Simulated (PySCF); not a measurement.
C4H9NSi, SMILES C#C[Si@H](C)NC.

Geometry: B3LYP-D3(BJ)/def2-SVP. The structure was generated by enumeration; whether it is a known compound was not checked. The values are those of a single conformer.

All values below come from B3LYP-D3(BJ)/def2-SVP in PySCF.

Frequencies are harmonic and unscaled.

Q: Give all harmonic wavenumbers and intensities. (An estimate is asked for; the answer gives what the named calculation found.)

A: 
```csv
mode,ν (cm⁻¹),IR (km/mol),moving atoms (share of kinetic energy)
1,69,0.7,"C 50 %, H 36 %"
2,114,5.5,H 85 %
3,123,0.6,"C 50 %, H 27 %, N 19 %"
4,145,0.3,"H 67 %, C 26 %"
5,158,0.3,"H 60 %, C 30 %"
6,194,1.4,"C 40 %, H 33 %, N 14 %, Si 13 %"
7,286,11.9,"C 56 %, H 26 %, N 16 %"
8,345,21.7,"C 54 %, H 26 %, Si 15 %"
9,376,56.2,"H 80 %, C 13 %"
10,414,32.0,"C 45 %, N 27 %, H 15 %, Si 14 %"
11,584,31.3,"C 57 %, Si 23 %, H 16 %"
12,679,24.4,"H 50 %, C 31 %, Si 16 %"
13,731,29.8,"H 76 %, C 24 %"
14,735,4.2,"H 55 %, C 21 %, N 13 %, Si 12 %"
15,748,20.1,"H 74 %, C 25 %"
16,756,108.6,"H 42 %, Si 34 %, C 24 %"
17,795,5.1,"H 61 %, N 19 %, Si 11 %, C 9 %"
18,891,300.2,"H 69 %, Si 20 %"
19,905,140.7,"H 77 %, C 12 %, Si 10 %"
20,1097,12.9,"H 82 %, C 12 %"
21,1141,3.9,"H 76 %, C 19 %"
22,1153,123.2,"N 45 %, C 35 %, H 18 %"
23,1271,26.0,"H 78 %, C 22 %"
24,1395,51.5,"H 68 %, N 22 %, C 10 %"
25,1434,2.5,H 96 %
26,1435,1.5,H 96 %
27,1454,8.8,"H 87 %, C 13 %"
28,1470,8.1,H 95 %
29,1496,3.2,H 96 %
30,2147,40.4,"C 89 %, H 11 %"
31,2173,172.9,H 96 %
32,2972,105.6,H 96 %
33,3031,3.6,H 97 %
34,3047,42.8,"H 92 %, C 8 %"
35,3101,16.7,"H 91 %, C 9 %"
36,3120,6.5,"H 91 %, C 9 %"
37,3134,4.3,"H 91 %, C 9 %"
38,3456,45.0,"H 86 %, C 14 %"
39,3590,15.6,H 93 %
```
